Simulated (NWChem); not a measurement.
All runs are NWChem calculations. System: HIn, charge 0, spin multiplicity 1, at a geometry optimised with PBE/def2-SVP with def2 effective core potentials on In. The structure started from a generated list of species. Level: G0W0@PBE/def2-TZVPP with def2 effective core potentials on In, RI basis def2-tzvpp-rifit, no spin-orbit coupling.

Job file:

```
start mol
memory heap 200 mb stack 700 mb global 1700 mb
geometry units angstroms nocenter noautoz
  In     0.000000     0.000000     0.037722
  H      0.000000     0.000000    -1.848379
  symmetry group C2v
end
basis spherical
  * library def2-tzvpp
end
ecp
  In library def2-ecp
end
basis "ri basis" bse spherical
  * library def2-tzvpp-rifit
end
dft
  xc xpbe96 cpbe96
  iterations 100
  direct
  tolerances tight
end
task dft energy
gw
  states alpha occ 4 vir 2
end
task dft gw
```

Part of the output:

```
             Northwest Computational Chemistry Package (NWChem) 7.3.0
             --------------------------------------------------------

                                NWChem Input Module
                                -------------------

 Scaling coordinates for geometry "geometry" by  1.889725989
 (inverse scale =  0.529177249)

 Turning off AUTOSYM since
 SYMMETRY directive was detected!

                             Geometry "geometry" -> ""
                             -------------------------

 Output coordinates in angstroms (scale by  1.889725989 to convert to a.u.)

  No.       Tag          Charge          X              Y              Z
 ---- ---------------- ---------- -------------- -------------- --------------
    1 In                  49.0000     0.00000000     0.00000000     0.03772200
    2 H                    1.0000     0.00000000     0.00000000    -1.84837900

 Effective nuclear repulsion energy (a.u.)      13.7477713023

            Nuclear Dipole moment (a.u.)
            ----------------------------
        X                 Y               Z
 ---------------- ---------------- ----------------
     0.0000000000     0.0000000000    -0.0000018897

      Symmetry information
      --------------------

 Group name             C2v
 Group number             16
 Group order               4
 No. of unique centers     2

      Symmetry unique atoms

     1    2


 Summary of "ao basis" -> "" (spherical)
 ------------------------------------------------------------------------------
       Tag                 Description            Shells   Functions and Types
 ---------------- ------------------------------  ------  ---------------------
 *                         def2-tzvpp                 on all atoms

 Summary of "ri basis" -> "" (spherical)
 ------------------------------------------------------------------------------
       Tag                 Description            Shells   Functions and Types
 ---------------- ------------------------------  ------  ---------------------
 *                      def2-tzvpp-rifit              on all atoms

  pbe96 is a nonlocal functional; adding pw91lda local functional.

                                 NWChem DFT Module
                                 -----------------

 Summary of "ao basis" -> "ao basis" (spherical)
 ------------------------------------------------------------------------------
       Tag                 Description            Shells   Functions and Types
 ---------------- ------------------------------  ------  ---------------------
 In                        def2-tzvpp               16       50   6s5p3d2f
 H                         def2-tzvpp                6       14   3s2p1d

 Summary of "ao basis" -> "ao basis" (spherical)
 ------------------------------------------------------------------------------
       Tag                 Description            Shells   Functions and Types
 ---------------- ------------------------------  ------  ---------------------
 In                        def2-tzvpp               16       50   6s5p3d2f
 H                         def2-tzvpp                6       14   3s2p1d

      Symmetry analysis of basis
      --------------------------

        a1         28
        a2          6
        b1         15
        b2         15

            General Information
            -------------------
          SCF calculation type: DFT
          Wavefunction type:  closed shell.
          No. of atoms     :     2
          No. of electrons :    22
[...]
    52      0.156041  2 H  s                 51      0.097053  2 H  s
    53      0.094914  2 H  s                 15     -0.065100  1 In pz

 Vector   11  Occ=2.000000D+00  E=-1.760400D-01  Symmetry=a1
              MO Center= -2.6D-15,  1.2D-15, -4.5D-01, r^2= 3.6D+00
   Bfn.  Coefficient  Atom+Function         Bfn.  Coefficient  Atom+Function
  ----- ------------  ---------------      ----- ------------  ---------------
     5      0.342069  1 In s                  6      0.331222  1 In s
     2      0.322635  1 In s                 53     -0.301744  2 H  s
    52     -0.265018  2 H  s                  1     -0.237674  1 In s
    15      0.235485  1 In pz                18      0.229500  1 In pz
    12     -0.221993  1 In pz                 3     -0.201811  1 In s

 Vector   12  Occ=0.000000D+00  E=-8.976117D-02  Symmetry=b1
              MO Center=  1.5D-15,  5.3D-17,  3.0D-02, r^2= 4.5D+00
   Bfn.  Coefficient  Atom+Function         Bfn.  Coefficient  Atom+Function
  ----- ------------  ---------------      ----- ------------  ---------------
    16      0.502897  1 In px                13      0.341853  1 In px
    19      0.330136  1 In px                10     -0.307766  1 In px
     7     -0.048037  1 In px

 Vector   13  Occ=0.000000D+00  E=-8.976117D-02  Symmetry=b2
              MO Center= -1.3D-16, -1.6D-15,  3.0D-02, r^2= 4.5D+00
   Bfn.  Coefficient  Atom+Function         Bfn.  Coefficient  Atom+Function
  ----- ------------  ---------------      ----- ------------  ---------------
    17      0.502897  1 In py                14      0.341853  1 In py
    20      0.330136  1 In py                11     -0.307766  1 In py
     8     -0.048037  1 In py

 Vector   14  Occ=0.000000D+00  E= 2.315640D-02  Symmetry=a1
              MO Center=  5.6D-16,  6.0D-15,  4.5D-01, r^2= 8.3D+00
   Bfn.  Coefficient  Atom+Function         Bfn.  Coefficient  Atom+Function
  ----- ------------  ---------------      ----- ------------  ---------------
    53      1.123434  2 H  s                 21      0.952658  1 In pz
     6     -0.459570  1 In s                 18      0.401766  1 In pz
     5     -0.350176  1 In s                  2     -0.212447  1 In s
     1      0.156309  1 In s                 24     -0.135983  1 In d  0
    52      0.128454  2 H  s                  3      0.127581  1 In s

 center of mass
 --------------
 x =   0.00000000 y =   0.00000000 z =   0.04029430

 moments of inertia (a.u.)
 ------------------
          12.691708724182           0.000000000000           0.000000000000
           0.000000000000          12.691708724182           0.000000000000
           0.000000000000           0.000000000000           0.000000000000

     Multipole analysis of the density
     ---------------------------------

     L   x y z        total         alpha         beta         nuclear
     -   - - -        -----         -----         ----         -------
     0   0 0 0     -0.000000    -11.000000    -11.000000     22.000000

     1   1 0 0     -0.000000     -0.000000     -0.000000      0.000000
     1   0 1 0     -0.000000     -0.000000     -0.000000      0.000000
     1   0 0 1      0.400353      1.198157      1.198157     -1.995961

     2   2 0 0    -16.517348     -8.258674     -8.258674      0.000000
     2   1 1 0     -0.000000     -0.000000     -0.000000      0.000000
     2   1 0 1      0.000000      0.000000      0.000000      0.000000
     2   0 2 0    -16.517348     -8.258674     -8.258674      0.000000
     2   0 1 1     -0.000000     -0.000000     -0.000000      0.000000
     2   0 0 2    -23.794900    -18.051085    -18.051085     12.307269

 Task  times  cpu:        4.4s     wall:        4.4s

                                NWChem Input Module
                                -------------------

                                 NWChem GW Module
                                 ----------------

                             ***********************
                             ***        GW       ***
                             ***********************

 Summary of "ri basis" -> "ri basis" (spherical)
 ------------------------------------------------------------------------------
       Tag                 Description            Shells   Functions and Types
 ---------------- ------------------------------  ------  ---------------------
 In                     def2-tzvpp-rifit            38      184   9s8p8d6f4g3h
 H                      def2-tzvpp-rifit            10       30   4s3p2d1f

                 Memory Information
                 ------------------
          Available GA per process is          1700.0 MBs
          Available stack per process is        700.0 MBs
          Available heap per process is           0.1 MBs

          Peak memory in Initialization
              Peak GA per process is                  1.7 MBs
              Peak stack per process is               0.0 MBs
              Peak heap per process is                1.9 MBs
              Memory not in MA per process            0.0 MBs

          Peak memory in AFF Calculation
              Peak GA per process is                  4.9 MBs
              Peak stack per process is               2.6 MBs
              Peak heap per process is                0.0 MBs
              Memory not in MA per process            2.6 MBs

          Computing 2-center integrals
          Computing Inverse Cholesky factor
          Computing 3-center integrals
          Computing V_xc ...

          Computing Sigma_x
          Computing RPA polarizability
          Solving quasiparticle equations

                  Alpha Orbitals
          State     Energy (eV)     Error (eV)
          -----------------------------------
@GW         8        -22.339           0.003
@GW         9        -22.294           0.002
@GW        10        -11.075           0.002
@GW        11         -7.618           0.002
@GW        12          0.034           0.002
@GW        13          0.034           0.002

   Applying  -2.8280 eV scissor-shift to rest of particle states

   Applying   2.4761 eV scissor-shift to rest of hole states

     GW Timing Statistics
   ------------------------
   Init.   :          0.2s
     ERIs  :          0.3s
     Distr.:          0.0s
     Vxc   :          0.1s
   Sigma_x :          0.0s
   RPA     :          0.1s
   Wmn     :          0.0s
   Sigma_c :          0.0s
   GW total:          0.7s

 Task  times  cpu:        0.7s     wall:        0.7s

 Total times  cpu:        5.1s     wall:        5.1s
```
